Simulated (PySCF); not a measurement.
**Radial density of Hf(67+) (hafnium, charge +67)**

UHF, [He] 2s2 2p1, 2P determinant. All numbers are calculated (PySCF 2.14, the non-relativistic Hamiltonian (point nucleus), in an even-tempered Gaussian basis (17 s from 44 bohr⁻², ratio 2.2; 10 p from 57 bohr⁻², ratio 2.2; 5 d from 210 bohr⁻², ratio 2.4; 5 f from 320 bohr⁻², ratio 2.4; 4 g from 480 bohr⁻², ratio 2.4)).

```tsv
r (bohr)	4πr²ρ (e/bohr)	4πr²(ρα − ρβ)
0.000352	0.3892	0.0000
0.000592	1.064	0.0000
0.000996	2.840	0.0001
0.00168	7.285	0.0005
0.00282	17.47	0.0036
0.00474	37.43	0.0258
0.00797	66.22	0.1640
0.0134	84.73	0.8922
0.0226	64.08	3.7364
0.0379	32.75	10.1352
0.0638	39.20	13.2799
0.107	21.31	5.1070
0.181	1.277	0.2490
0.304	0.002810	0.0004
```

A non-relativistic calculation at this Z misses sizeable relativistic shifts. Spin-orbit coupling, absent here, splits the open shell strongly.
